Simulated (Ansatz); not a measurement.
Input for Ansatz (a program for electronic structure): R-PBE/def2-TZVPP on H5NSeSi (SMILES N[Se][SiH3]), a point of a torsion scan.

Ansatz 0.2 input:
```yaml
crystal:
  periodic: [false, false, false]
  atoms:
    - {symbol: N, position_ang: [1.91994624, 0.00114021, 0.10824044]}
    - {symbol: Se, position_ang: [0.18610619, 0.04131177, 0.86492677]}
    - {symbol: Si, position_ang: [0.37925254, 2.01754361, 1.96502003]}
    - {symbol: H, position_ang: [2.55833876, 0.48973459, 0.73279679]}
    - {symbol: H, position_ang: [2.21124107, -0.97359035, 0.07778642]}
    - {symbol: H, position_ang: [1.56872372, 1.92681019, 2.81600089]}
    - {symbol: H, position_ang: [0.53383834, 3.12873170, 1.02946866]}
    - {symbol: H, position_ang: [-0.84644401, 2.10155968, 2.74368217]}
basis:
  gaussian:
    orbitals: def2-TZVPP
hamiltonian:
  xc: {name: PBE}
scf: {lower_state_search: off}
```

Output:

```
WARN ansatz: RAYON_NUM_THREADS=1 ignored (pool sized by the plan → 1); use --threads N
Functional definition: PBE
these checks for a lower state are left out or cut short: stability, starts, cluster_reference, orbital_swaps, neighbouring_geometries, increment
integrals: 0.11 GiB planned
1125 factors; their error is unknown
mean field: 0.73 GiB planned
mean field evaluation 1: about -74774.8613 eV, gradient 6.7e1 eV
mean field evaluation 2: about -74702.4209 eV, gradient 1.4e2 eV
mean field evaluation 4: about -74782.9483 eV, gradient 1.6e1 eV
mean field evaluation 8: about -74783.6308 eV, gradient 1.2e-1 eV
mean field evaluation 16: about -74783.5835 eV, gradient 1.0e-4 eV
mean field -74783.58348802 eV, -2748.2460030513 hartree, gradient 7.9e-6 eV, S^2 0.000000; 0 other end points of the search recorded, 0 dependent functions left out
reference -74783.58352557 eV, -2748.2460044313 hartree; 30, 30 occupied and 161, 161 virtual orbitals, 1125 factors
Total energy: -74783.58352557 eV, -2748.2460044313 hartree
Checks for a lower state left out: stability, starts, cluster_reference, orbital_swaps, neighbouring_geometries, increment
```

Self-consistency was reached.

Cost: about 3 core-seconds (a rough figure).
